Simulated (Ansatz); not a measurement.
## Ansatz (development build ahead of 0.2.0) run

```yaml
crystal:
  periodic: [false, false, false]
  atoms:
    - { symbol: B, position_ang: [-1.4415, 0.10545, -0.06511] }
    - { symbol: "N", position_ang: [-0.64672, 1.16783, 0.46014] }
    - { symbol: B, position_ang: [0.77536, 1.08656, 0.54573] }
    - { symbol: "N", position_ang: [1.39982, -0.11015, 0.08295] }
    - { symbol: B, position_ang: [0.65359, -1.20285, -0.45123] }
    - { symbol: "N", position_ang: [-0.76565, -1.06851, -0.51368] }
    - { symbol: H, position_ang: [-2.63888, 0.19634, -0.12756] }
    - { symbol: H, position_ang: [-1.10169, 1.99737, 0.77888] }
    - { symbol: H, position_ang: [1.42479, 1.99478, 0.99219] }
    - { symbol: H, position_ang: [2.39399, -0.18549, 0.13464] }
    - { symbol: H, position_ang: [1.20152, -2.20189, -0.83538] }
    - { symbol: H, position_ang: [-1.3048, -1.82252, -0.88449] }
basis:
  gaussian: { orbitals: def2-SVP }
magnetization:
  spin_polarized: true
  initial_magnetization: 2
hamiltonian:
  xc: hf
output:
  forces: true
```

The input is written out in the form of the current development build from the run's settings.

The run gave:

```
Converged                       : yes
Total energy                    : -240.73524 hartree
Spin squared of the determinant : 2.042
Stability test                  : minimum
```

Forces (eV/Å):
```json
{"atom": "B1", "Fx": "-0.581", "Fy": "3.245", "Fz": "1.349"}
{"atom": "N2", "Fx": "-2.398", "Fy": "-2.040", "Fz": "-1.083"}
{"atom": "B3", "Fx": "-0.414", "Fy": "6.391", "Fz": "2.719"}
{"atom": "N4", "Fx": "2.585", "Fy": "-3.223", "Fz": "-1.170"}
{"atom": "B5", "Fx": "-2.960", "Fy": "-2.532", "Fz": "-1.342"}
{"atom": "N6", "Fx": "2.837", "Fy": "-1.575", "Fz": "-0.438"}
{"atom": "H7", "Fx": "-0.008", "Fy": "-0.149", "Fz": "-0.065"}
{"atom": "H8", "Fx": "0.102", "Fy": "-0.055", "Fz": "-0.015"}
{"atom": "H9", "Fx": "0.261", "Fy": "-0.258", "Fz": "-0.089"}
{"atom": "H10", "Fx": "0.400", "Fy": "0.056", "Fz": "0.058"}
{"atom": "H11", "Fx": "0.105", "Fy": "0.218", "Fz": "0.103"}
{"atom": "H12", "Fx": "0.072", "Fy": "-0.077", "Fz": "-0.027"}
```

Caution: the determinant breaks the point group.
